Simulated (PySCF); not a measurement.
## Orbital energies and ionisation energy

C4H13NOSi.
Numbering: `[CH3:1][CH2:2][O:3][SiH2:4][N:5]([CH3:6])[CH3:7]` (hydrogens: H8, H9, H10 on C1; H11, H12 on C2; H13, H14 on Si4; H15, H16, H17 on C6; H18, H19, H20 on C7)

Geometry (PBE0-D3(BJ)/def2-SVP, Å), atoms numbered from 1 in this order:
```xyz
20
C4H13NOSi angstrom
C      3.1017    0.4818   -0.3359
C      2.2943   -0.7655   -0.0543
O      1.0172   -0.4177    0.4128
Si    -0.4333   -1.1340    0.0089
N     -1.7138    0.0079   -0.0885
C     -1.7490    0.9830   -1.1491
C     -2.6094    0.2837    1.0055
H      2.6218    1.0837   -1.1226
H      3.1742    1.1026    0.5695
H      4.1203    0.2249   -0.6654
H      2.2230   -1.3849   -0.9708
H      2.8086   -1.3847    0.7045
H     -0.2163   -1.7775   -1.3267
H     -0.8368   -2.1273    1.0463
H     -2.7720    1.0916   -1.5558
H     -1.0951    0.6771   -1.9806
H     -1.4163    1.9860   -0.8162
H     -2.3885    1.2502    1.5006
H     -2.5421   -0.5049    1.7693
H     -3.6598    0.3247    0.6603
```

Level: CAM-B3LYP/def2-SVPD (PySCF). Frontier orbitals with their largest atomic shares (Löwdin; up to four atoms above 4 %):

```csv
orbital,ε (eV),main atoms
HOMO−3,-10.79,"Si4 24 %, H13 18 %, H14 12 %, C2 10 %"
HOMO−2,-10.02,"O3 51 %, C2 14 %, H11 8 %, Si4 8 %"
HOMO−1,-9.33,"O3 48 %, C2 12 %, Si4 10 %, H14 8 %"
HOMO,-7.85,?
LUMO,1.26,"Si4 15 %, C6 13 %, C7 9 %, C1 9 %"
LUMO+1,1.61,"C2 13 %, C1 12 %, Si4 10 %, C7 9 %"
LUMO+2,1.84,"Si4 31 %, H13 11 %, H14 10 %, O3 10 %"
```

Problem. What vertical ionisation energy does ΔSCF give, and how far is −ε(HOMO) from it?

Solution. ΔSCF: 8.49 eV (819 kJ/mol; threshold wavelength 146 nm); ⟨S²⟩ of the doublet left behind is 0.755, against 0.75 for a pure doublet. −ε(HOMO) is 7.85 eV, 0.64 eV below it. For the exact functional −ε(HOMO) would equal the first vertical ionisation energy; CAM-B3LYP (range-separated hybrid) falls short of its own ΔSCF value by 8 %. Holes in the HOMO−1 and HOMO−2 were tried too where these lie within 1.2 eV of the HOMO; the lowest converged state counts.

Problem. On which atoms does the HOMO lie?

Solution. N5 (silicon-bound nitrogen) 55 %, C7 (N-methyl carbon) 10 %, C6 (N-methyl carbon) 9 %, Si4 (oxygen-bound silicon) 6 %. The HOMO−1 lies 1.48 eV lower.

Problem. Shift the occupied levels rigidly so that −ε(HOMO) equals the ΔSCF value. What binding energies result?

Solution. The shift is +0.64 eV: HOMO 8.49, HOMO−1 9.97, HOMO−2 10.66, HOMO−3 11.43 eV. A rigid shift is only a rough guide to the deeper ionisations.

Problem. What total energies stand behind the ΔSCF value?

Solution. E(N) = -579.33768 Eh and E(N − 1) = -579.02556 Eh at the same geometry, 0.31212 Eh apart.

Problem. What kinetic energy would electrons from this vertical process carry with He I light (21.218 eV)?

Solution. 21.22 − 8.49 = 12.73 eV.

One conformer (not necessarily the lowest) at the PBE0-D3(BJ)/def2-SVP geometry, without solvent, vibrations or thermal averaging.
